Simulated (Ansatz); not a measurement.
BeH2S (SMILES [BeH][SH]) moved off its minimum; all values from Ansatz (a first-principles code), cores frozen in correlated methods.
(charge 0, multiplicity 1)
```xyz
4

Be    -0.82635    -0.74623    -0.98852
H     -1.38536    -1.19437    -1.91817
S      0.36837     0.20879     0.34691
H      0.62240    -0.91810     0.84726
```

| level | largest force (eV/Å) | on atom | rms difference from CCSD(T)/aug-cc-pV(T+d)Z (eV/Å) | dipole (D) |
|---|---|---|---|---|
| HF/def2-TZVPP | 4.89 | Be1 | 0.147 | 1.52 |
| PBE/def2-TZVPP | 4.91 | Be1 | 0.124 | 1.10 |
| r2SCAN/def2-TZVPP | 4.93 | Be1 | 0.044 | 1.23 |
| B3LYP/def2-TZVPP | 4.74 | Be1 | 0.041 | 1.20 |
| wB97M-V/def2-TZVPP | 4.77 | Be1 | 0.053 | 1.26 |
| MP2/aug-cc-pV(T+d)Z | 4.82 | Be1 | 0.042 | 1.27 |
| CCSD(T)/aug-cc-pV(T+d)Z | 4.81 | Be1 | 0.000 | 1.24 |

The differences count from one level among others, with limits of its own. Forces at CCSD(T)/aug-cc-pV(T+d)Z (eV/Å):

```
atom      Fx      Fy      Fz
----  ------  ------  ------
Be1    2.640   2.243   3.338
H2    -1.753  -1.403  -2.542
S3    -1.579   1.616  -2.059
H4     0.692  -2.455   1.263
```
